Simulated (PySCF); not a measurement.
C5H5Cl, SMILES C1C(Cl)=CC=C1.

Geometry optimised at ωB97X-D3(BJ)/def2-SVP. One conformer was computed; it need not be the lowest.

Two levels are set side by side: TDA-PBE/def2-SVPD (PySCF) and TDA-ωB97X/def2-SVPD (PySCF). Vertical, same geometry. The lowest singlet is HOMO→LUMO 91 % with PBE and HOMO→LUMO 96 % with the other functional; states are paired by order. Differences are taken from unrounded values.

| quantity | TDA-ωB97X |
|---|---|
| lowest singlet excitation (eV) | 5.33 |
| lowest triplet excitation (TDA) (eV) | 3.05 |
| first bright state (f over 0.05) (eV) | 5.33 |
| its oscillator strength | 0.20 |

Task: What does TDA-PBE give, and how far is it from TDA-ωB97X? (Estimate from the structure and the level; the computed values follow.)

Result: 
```json
[
 {"quantity": "lowest singlet excitation (eV)", "TDA-PBE": "4.84", "TDA-PBE minus TDA-ωB97X": "-0.49"},
 {"quantity": "lowest triplet excitation (TDA) (eV)", "TDA-PBE": "2.93", "TDA-PBE minus TDA-ωB97X": "-0.12"},
 {"quantity": "first bright state (f over 0.05) (eV)", "TDA-PBE": "4.84", "TDA-PBE minus TDA-ωB97X": "-0.49"},
 {"quantity": "its oscillator strength", "TDA-PBE": "0.19", "TDA-PBE minus TDA-ωB97X": "0.00"}
]
```

Functionals without exact exchange tend to place singlet excitations lower, as here. Differences between two approximate levels are no errors against the true value.

Rough cost on one machine, each run with all the roots and properties that it gave: TDA-ωB97X against TDA-PBE about 3 times.
